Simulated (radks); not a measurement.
Effect of the nuclear size on neutral sulfur, [Ne] 3s2 3p4. Method: Dirac Kohn-Sham, exchange-only LDA, spin-unpolarised, spherical densities, finite nucleus; open shells are shared between the two j in proportion to 2j + 1; Fermi nuclear charge, rms radius 3.2611 fm; computed with a radial shooting solver on a logarithmic mesh with Libxc functionals. The rms radius is varied about that value; shifts are against it.

rms radius (fm),total energy shift (eV),density at nucleus (e/bohr^3),1s1/2 shift (meV),2s1/2 shift (meV)
2.7556,-0.00289,2930,-1.21,-0.085
3.098,-0.000984,2924,-0.413,-0.029
3.2611,0,2922,0.000,0.000
3.5187,0.00165,2918,0.695,0.049
3.8644,0.00407,2913,1.71,0.120

Slopes of the eigenvalues against <r^2> in GHz/fm^2, as finite differences over the two radii next to the reference (eigenvalue slopes, not the field-shift constants of lines): 1s1/2 96.3, 2s1/2 6.78.
